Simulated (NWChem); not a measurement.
Program: NWChem. System: vinylidene fluoride (C2H2F2), charge 0, spin multiplicity 1, at a geometry optimised with B3LYP/def2-SVP. Level: RHF/def2-TZVPP.

Input file:

```
start mol
memory heap 200 mb stack 900 mb global 1100 mb
geometry units angstroms nocenter noautoz
  C      0.000000     0.000000     1.386477
  C      0.000000     0.000000     0.060242
  F      1.079861     0.000000    -0.696267
  F     -1.079861     0.000000    -0.696267
  H     -0.945434     0.000000     1.926242
  H      0.945434     0.000000     1.926242
  symmetry group C2v
end
basis spherical
  * library def2-tzvpp
end
scf
  rhf
  nopen 0
  maxiter 100
  thresh 1e-7
  semidirect memsize 60000000 filesize 0
end
task scf energy
```

Output (cleaned and shortened):

```
             Northwest Computational Chemistry Package (NWChem) 7.3.0
             --------------------------------------------------------

                                NWChem Input Module
                                -------------------

 Scaling coordinates for geometry "geometry" by  1.889725989
 (inverse scale =  0.529177249)

 Turning off AUTOSYM since
 SYMMETRY directive was detected!

                             Geometry "geometry" -> ""
                             -------------------------

 Output coordinates in angstroms (scale by  1.889725989 to convert to a.u.)

  No.       Tag          Charge          X              Y              Z
 ---- ---------------- ---------- -------------- -------------- --------------
    1 C                    6.0000     0.00000000     0.00000000     1.38647700
    2 C                    6.0000     0.00000000     0.00000000     0.06024200
    3 F                    9.0000     1.07986100     0.00000000    -0.69626700
    4 F                    9.0000    -1.07986100     0.00000000    -0.69626700
    5 H                    1.0000    -0.94543400     0.00000000     1.92624200
    6 H                    1.0000     0.94543400     0.00000000     1.92624200

 Effective nuclear repulsion energy (a.u.)     117.5680847079

            Nuclear Dipole moment (a.u.)
            ----------------------------
        X                 Y               Z
 ---------------- ---------------- ----------------
     0.0000000000     0.0000000000    -0.0000151178

      Symmetry information
      --------------------

 Group name             C2v
 Group number             16
 Group order               4
 No. of unique centers     4

      Symmetry unique atoms

     1    2    3    5


 Summary of "ao basis" -> "" (spherical)
 ------------------------------------------------------------------------------
       Tag                 Description            Shells   Functions and Types
 ---------------- ------------------------------  ------  ---------------------
 *                         def2-tzvpp                 on all atoms

 Summary of "ao basis" -> "ao basis" (spherical)
 ------------------------------------------------------------------------------
       Tag                 Description            Shells   Functions and Types
 ---------------- ------------------------------  ------  ---------------------
 C                         def2-tzvpp               11       31   5s3p2d1f
 F                         def2-tzvpp               11       31   5s3p2d1f
 H                         def2-tzvpp                6       14   3s2p1d

                                 NWChem SCF Module
                                 -----------------

  ao basis        = "ao basis"
  functions       =   152
  atoms           =     6
  closed shells   =    16
  open shells     =     0
  charge          =   0.00
  wavefunction    = RHF
  use symmetry    = T
  symmetry adapt  = T

 Summary of "ao basis" -> "ao basis" (spherical)
 ------------------------------------------------------------------------------
       Tag                 Description            Shells   Functions and Types
 ---------------- ------------------------------  ------  ---------------------
 C                         def2-tzvpp               11       31   5s3p2d1f
 F                         def2-tzvpp               11       31   5s3p2d1f
 H                         def2-tzvpp                6       14   3s2p1d

      Symmetry analysis of basis
      --------------------------
[...]
      One-electron energy =   -614.912384596689
      Two-electron energy =    221.481352143642
 Nuclear repulsion energy =    117.568084707929

        Time for solution =      1.8s

       Symmetry analysis of molecular orbitals - final
       -----------------------------------------------

  Numbering of irreducible representations:

     1 a1          2 a2          3 b1          4 b2

  Orbital symmetries:

     1 b1          2 a1          3 a1          4 a1          5 a1
     6 b1          7 a1          8 a1          9 b1         10 b2
    11 a1         12 a2         13 b1         14 a1         15 b1
    16 b2         17 b2         18 a1         19 b1         20 a1
    21 a1         22 b1         23 b2         24 a1         25 a1
    26 b2

             Final eigenvalues
             -----------------

              1
    1  -26.3462
    2  -26.3462
    3  -11.4291
    4  -11.2461
    5   -1.7053
    6   -1.6402
    7   -1.0682
    8   -0.8873
    9   -0.8051
   10   -0.7650
   11   -0.7521
   12   -0.6918
   13   -0.6698
   14   -0.6364
   15   -0.5948
   16   -0.3915
   17    0.1626
   18    0.1698
   19    0.2004
   20    0.2191
   21    0.2761
   22    0.2801
   23    0.3248
   24    0.3525
   25    0.4189
   26    0.4208

                       ROHF Final Molecular Orbital Analysis
                       -------------------------------------

 Vector   14  Occ=2.000000D+00  E=-6.363619D-01  Symmetry=a1
              MO Center=  4.5D-15,  3.3D-14,  5.5D-01, r^2= 2.3D+00
   Bfn.  Coefficient  Atom+Function         Bfn.  Coefficient  Atom+Function
  ----- ------------  ---------------      ----- ------------  ---------------
     8      0.266547  1 C  pz                70      0.224967  3 F  pz
   101      0.224967  4 F  pz                39     -0.215379  2 C  pz
    73      0.198687  3 F  pz               104      0.198687  4 F  pz
    11      0.181450  1 C  pz                42     -0.150310  2 C  pz

 Vector   15  Occ=2.000000D+00  E=-5.948458D-01  Symmetry=b1
              MO Center=  1.4D-15, -6.4D-17,  1.4D+00, r^2= 1.7D+00
   Bfn.  Coefficient  Atom+Function         Bfn.  Coefficient  Atom+Function
  ----- ------------  ---------------      ----- ------------  ---------------
     6      0.305312  1 C  px                 9      0.246533  1 C  px
   126     -0.216110  5 H  s                140      0.216110  6 H  s

 Vector   16  Occ=2.000000D+00  E=-3.914803D-01  Symmetry=b2
              MO Center= -1.0D-15,  3.5D-14,  7.4D-01, r^2= 1.7D+00
   Bfn.  Coefficient  Atom+Function         Bfn.  Coefficient  Atom+Function
  ----- ------------  ---------------      ----- ------------  ---------------
     7      0.291752  1 C  py                10      0.281557  1 C  py
    41      0.260889  2 C  py                38      0.254445  2 C  py
    13      0.199599  1 C  py

 Vector   17  Occ=0.000000D+00  E= 1.625636D-01  Symmetry=b2
              MO Center=  5.7D-16, -5.0D-14,  8.6D-01, r^2= 2.9D+00
   Bfn.  Coefficient  Atom+Function         Bfn.  Coefficient  Atom+Function
  ----- ------------  ---------------      ----- ------------  ---------------
    13      0.939726  1 C  py                44     -0.787157  2 C  py
    41     -0.390434  2 C  py                38     -0.336528  2 C  py
    75      0.216785  3 F  py               106      0.216785  4 F  py
     7      0.202173  1 C  py

 Vector   18  Occ=0.000000D+00  E= 1.697828D-01  Symmetry=a1
              MO Center= -9.5D-16, -1.1D-14,  1.6D+00, r^2= 6.0D+00
   Bfn.  Coefficient  Atom+Function         Bfn.  Coefficient  Atom+Function
  ----- ------------  ---------------      ----- ------------  ---------------
     5      2.728252  1 C  s                127     -1.817773  5 H  s
   141     -1.817773  6 H  s                  4      1.759007  1 C  s
    36     -1.612997  2 C  s                 35     -0.828003  2 C  s
    67      0.651822  3 F  s                 98      0.651822  4 F  s
    14      0.267380  1 C  pz                42     -0.262105  2 C  pz

 Vector   19  Occ=0.000000D+00  E= 2.003785D-01  Symmetry=b1
              MO Center=  2.3D-15, -8.6D-19,  2.3D+00, r^2= 5.2D+00
   Bfn.  Coefficient  Atom+Function         Bfn.  Coefficient  Atom+Function
  ----- ------------  ---------------      ----- ------------  ---------------
   127      3.294255  5 H  s                141     -3.294255  6 H  s
    12      2.968741  1 C  px                43     -0.968128  2 C  px
    67      0.286585  3 F  s                 98     -0.286585  4 F  s
   126     -0.253839  5 H  s                140      0.253839  6 H  s
     6      0.193016  1 C  px

 center of mass
 --------------
 x =   0.00000000 y =   0.00000000 z =  -0.15388412

 moments of inertia (a.u.)
 ------------------
         173.504304218651           0.000000000000           0.000000000000
           0.000000000000         338.165149996159           0.000000000000
           0.000000000000           0.000000000000         164.660845777508

  Mulliken analysis of the total density
  --------------------------------------

    Atom       Charge   Shell Charges
 -----------   ------   -------------------------------------------------------
    1 C    6     6.21   0.85  1.12  0.49  0.50  0.14  1.26  1.32  0.45  0.02  0.04  0.01
    2 C    6     5.52   0.85  1.12  0.52  0.48  0.00  1.12  1.03  0.10  0.06  0.20  0.03
    3 F    9     9.23   0.77  1.20  0.60  1.01  0.34  2.24  2.27  0.78  0.00  0.02  0.00
    4 F    9     9.23   0.77  1.20  0.60  1.01  0.34  2.24  2.27  0.78  0.00  0.02  0.00
    5 H    1     0.90   0.26  0.50  0.10  0.01  0.03  0.00
    6 H    1     0.90   0.26  0.50  0.10  0.01  0.03  0.00

       Multipole analysis of the density wrt the origin
       ------------------------------------------------

     L   x y z        total         open         nuclear
     -   - - -        -----         ----         -------
     0   0 0 0     -0.000000      0.000000     32.000000

     1   1 0 0     -0.000000      0.000000      0.000000
     1   0 1 0     -0.000000      0.000000      0.000000
     1   0 0 1      0.559733      0.000000     -0.000015

     2   2 0 0    -16.637776      0.000000     81.339871
     2   1 1 0      0.000000      0.000000      0.000000
     2   1 0 1      0.000000      0.000000      0.000000
     2   0 2 0    -16.849024      0.000000      0.000000
     2   0 1 1     -0.000000      0.000000      0.000000
     2   0 0 2    -15.145743      0.000000     98.928056

 Task  times  cpu:        3.2s     wall:        3.2s

 Total times  cpu:        3.3s     wall:        3.3s
```
